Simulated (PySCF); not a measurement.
Ground-state electric properties of a mixed set of molecules.

All values: PBE0/def2-SVPD (PySCF) at PBE0-D3(BJ)/def2-SVP geometries, gas phase, one conformer each. Core orbitals are frozen in the response; Δα² is half the sum of the squared differences of the principal polarisabilities. Atoms past krypton carry effective core potentials. The calculation is non-relativistic apart from the core potentials, for selenium too.

Problem. Rank by HOMO–LUMO gap, highest first.
A. `C[SiH2]N([SiH3])[SiH2]OC`
B. `[SiH3]O[Si@H]([SiH3])N(C)C`
C. `C[CH2][Ti]([CH2]C)([O]C)[O]C`
D. `[SiH3][CH2][Nb](=[Se])([CH2][SiH3])[CH2][SiH3]`

Solution. A (7.41 eV), B (6.57 eV), C (5.80 eV), D (4.88 eV).

Problem. Rank by HOMO energy, lowest first.
A. `[SiH3][CH2][Nb](=[Se])([CH2][SiH3])[CH2][SiH3]`
B. `CO[SiH2]N([SiH3])[SiH2]C`
C. `C[CH2][Ti]([CH2]C)([O]C)[O]C`

Solution. B (-7.35 eV), A (-7.19 eV), C (-6.69 eV).

All values together:

| SMILES | formula | μ (D) | HOMO (eV) | LUMO (eV) | α (Å³) | Δα (Å³) | electrons | α per electron (Å³) | ΔSCF removal energy (eV) |
| --- | --- | --- | --- | --- | --- | --- | --- | --- | --- |
| CN(C)[SiH2]O[SiH2][SiH3] | C2H13NOSi3 | 1.49 | -6.71 | -0.17 | 17.65 | 2.74 | 82 | 0.215 | 8.45 |
| CO[SiH2]N([SiH3])[SiH2]C | C2H13NOSi3 | 0.55 | -7.35 | 0.06 | 17.04 | 4.56 | 82 | 0.208 | 9.00 |
| CN(C)[Si@@H]([SiH3])O[SiH3] | C2H13NOSi3 | 1.59 | -6.69 | -0.12 | 17.77 | 2.91 | 82 | 0.217 | 8.43 |
| [SiH3][CH2][Nb](=[Se])([CH2][SiH3])[CH2][SiH3] | C3H15NbSeSi3 | 3.66 | -7.19 | -2.31 | 29.27 | 3.87 | 150 | 0.195 | – |
| C[CH2][Ti]([CH2]C)([O]C)[O]C | C6H16O2Ti | 1.84 | -6.69 | -0.89 | 19.25 | 2.12 | 90 | 0.214 | – |

Conformers: `[CH3:1][N:2]([CH3:3])[SiH2:4][O:5][SiH2:6][SiH3:7]` with C1–N2–Si4–O5 133°, N2–Si4–O5–Si6 -42°, Si4–O5–Si6–Si7 9°; `[CH3:1][O:2][SiH2:3][N:4]([SiH3:5])[SiH2:6][CH3:7]` with C1–O2–Si3–N4 177°, O2–Si3–N4–Si5 -179°, Si3–N4–Si6–C7 179°; `[CH3:1][N:2]([CH3:3])[Si@@H:4]([SiH3:5])[O:6][SiH3:7]` with C1–N2–Si4–Si5 158°, N2–Si4–O6–Si7 -30°; `[SiH3][CH2][Nb](=[Se])([CH2][SiH3])[CH2][SiH3]` (singlet state); `C[CH2][Ti]([CH2]C)([O]C)[O]C` (singlet state).

A dash marks a removal energy that wasn't run or isn't settled.
